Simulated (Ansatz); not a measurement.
Coupled-cluster diagnostics for Mg3N2⁻, Ansatz.

Geometry of the doublet (B3LYP-D4/def2-SVPD):

```xyz
5

Mg   -0.0255   -1.0683    0.9828
Mg    0.6447   -0.0705   -1.3126
Mg   -1.2736    2.3429    0.6786
N     1.0396   -1.9281   -0.5422
N    -0.3851    0.7240    0.1933
```

Correlated methods freeze 5 core orbitals; core or outer-core shells of Mg are correlated, in sets that lack core-valence functions. In CCSD on the charge -1 doublet the largest single amplitude is 0.34, so its Hartree–Fock determinant may place the open shell otherwise than the density functionals do. The geometry of the doublet was relaxed on an unsound state (⟨S²⟩ 1.54, where a pure state has 0.75). Another isomer (doublet) lies 1.76 eV lower at PBE0-D4/def2-TZVPD; other spin states weren't run for this one.

**Question.** Estimate the CCSD(T) correlation energy, the shares of MP2 and (T), T1 and the reference's ⟨S²⟩ for: charge -1, doublet, own geometry in def2-SVPD; and the rough time on 4 threads of Arm Neoverse V1 on a shared host.

**Answer.** 
| state | basis | correlation (eV) | MP2 share (%) | (T) share (%) | T1 | ⟨S²⟩ (pure) | wall time | remarks |
| --- | --- | --- | --- | --- | --- | --- | --- | --- |
| charge -1, doublet, own geometry | def2-SVPD | -12.739 | 85.2 | 6.1 | 0.066 | 2.68 (0.75) | 72 s | large T1 (0.066), spin-contaminated (⟨S²⟩ 2.68) |
Customary marks for T1 are 0.02 (closed shells), 0.045 (open shells) and about 0.05 (3d metals). T1 exceeds 0.02 in 1 of 1 rows and 0.045 in 1; the higher it lies, the less the single-reference result can be trusted.
